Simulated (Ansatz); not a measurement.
Z-matrix (Å, degrees):
```
V
F 1 1.717
S 1 1.987 2 109.6
O 1 1.732 2 110.0 3 120.0
Cl 1 2.139 2 110.2 3 -119.3
H 4 0.962 1 125.6 2 -123.7
```

Charge 0, multiplicity 1.

List the ωB97M-V/def2-TZVPP orbital energies in eV (Ansatz 0.2.0). (An estimate is asked.)

The calculation gave: Occupied: -5373.58, -2772.24, -2427.53, -677.96, -616.20, -527.70, -518.95, -518.90, -518.76, -262.63, -221.52, -200.07, -200.00, -199.99, -164.55, -164.53, -164.53, -79.12, -52.37, -52.17, -51.98, -35.44, -31.40, -25.58, -22.20, -17.92, -16.12, -15.57, -15.45, -14.22, -13.64, -13.43, -12.66, -12.06, -11.96, -10.90, -10.59. Lowest empty: -1.58, -1.44, -0.80, -0.32, -0.17, 1.18, 2.95, 3.91.
